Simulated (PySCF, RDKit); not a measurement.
Internal rotation in SMILES FC(F)(F)C(F)(F)C(F)(F)C(F)(F)F (C₄F₁₀). Scanned: dihedral F6–C5–C8–F9; all other coordinates were relaxed at GFN2-xTB. Heavy atoms are numbered in the order of the SMILES FC(F)(F)C(F)(F)C(F)(F)C(F)(F)F, hydrogens after them in the order of the atoms that carry them; the mirror image has the same energies with the sign of each dihedral reversed.

Levels: UFF // GFN2-xTB (RDKit); RKS-B3LYP/6-31G* = restricted B3LYP/6-31G*, spherical d, density fitting // GFN2-xTB run with PySCF; RHF/STO-3G = restricted Hartree-Fock/STO-3G // GFN2-xTB run with PySCF 2.14.0.

Energies in kJ/mol, each method relative to its own lowest point.

```json
[
 {"φ / °": "-165", "UFF": "5.8", "RKS-B3LYP/6-31G*": "0.0", "RHF/STO-3G": "0.1"},
 {"φ / °": "-150", "UFF": "13.3", "RKS-B3LYP/6-31G*": "2.3", "RHF/STO-3G": "0.0"},
 {"φ / °": "-135", "UFF": "21.9", "RKS-B3LYP/6-31G*": "6.4", "RHF/STO-3G": "1.1"},
 {"φ / °": "-120", "UFF": "26.1", "RKS-B3LYP/6-31G*": "8.5", "RHF/STO-3G": "1.9"},
 {"φ / °": "-105", "UFF": "23.6", "RKS-B3LYP/6-31G*": "6.3", "RHF/STO-3G": "1.8"},
 {"φ / °": "-90", "UFF": "22.7", "RKS-B3LYP/6-31G*": "5.4", "RHF/STO-3G": "2.7"},
 {"φ / °": "-75", "UFF": "40.1", "RKS-B3LYP/6-31G*": "14.0", "RHF/STO-3G": "3.9"},
 {"φ / °": "-60", "UFF": "9.1", "RKS-B3LYP/6-31G*": "4.0", "RHF/STO-3G": "6.2"},
 {"φ / °": "-45", "UFF": "11.2", "RKS-B3LYP/6-31G*": "4.4", "RHF/STO-3G": "7.3"},
 {"φ / °": "-30", "UFF": "24.6", "RKS-B3LYP/6-31G*": "11.3", "RHF/STO-3G": "11.4"},
 {"φ / °": "-15", "UFF": "43.2", "RKS-B3LYP/6-31G*": "20.9", "RHF/STO-3G": "15.5"},
 {"φ / °": "0", "UFF": "57.9", "RKS-B3LYP/6-31G*": "27.5", "RHF/STO-3G": "17.9"},
 {"φ / °": "15", "UFF": "43.3", "RKS-B3LYP/6-31G*": "20.8", "RHF/STO-3G": "15.7"},
 {"φ / °": "30", "UFF": "24.6", "RKS-B3LYP/6-31G*": "11.3", "RHF/STO-3G": "11.4"},
 {"φ / °": "45", "UFF": "11.2", "RKS-B3LYP/6-31G*": "4.4", "RHF/STO-3G": "7.3"},
 {"φ / °": "60", "UFF": "9.1", "RKS-B3LYP/6-31G*": "3.9", "RHF/STO-3G": "6.2"},
 {"φ / °": "75", "UFF": "40.2", "RKS-B3LYP/6-31G*": "13.9", "RHF/STO-3G": "3.8"},
 {"φ / °": "90", "UFF": "22.8", "RKS-B3LYP/6-31G*": "5.4", "RHF/STO-3G": "2.7"},
 {"φ / °": "105", "UFF": "23.6", "RKS-B3LYP/6-31G*": "6.3", "RHF/STO-3G": "1.8"},
 {"φ / °": "120", "UFF": "26.1", "RKS-B3LYP/6-31G*": "8.4", "RHF/STO-3G": "1.8"},
 {"φ / °": "135", "UFF": "21.9", "RKS-B3LYP/6-31G*": "6.5", "RHF/STO-3G": "1.1"},
 {"φ / °": "150", "UFF": "13.4", "RKS-B3LYP/6-31G*": "2.3", "RHF/STO-3G": "0.0"},
 {"φ / °": "165", "UFF": "5.8", "RKS-B3LYP/6-31G*": "0.0", "RHF/STO-3G": "0.1"},
 {"φ / °": "180", "UFF": "0.0", "RKS-B3LYP/6-31G*": "0.6", "RHF/STO-3G": "1.6"}
]
```
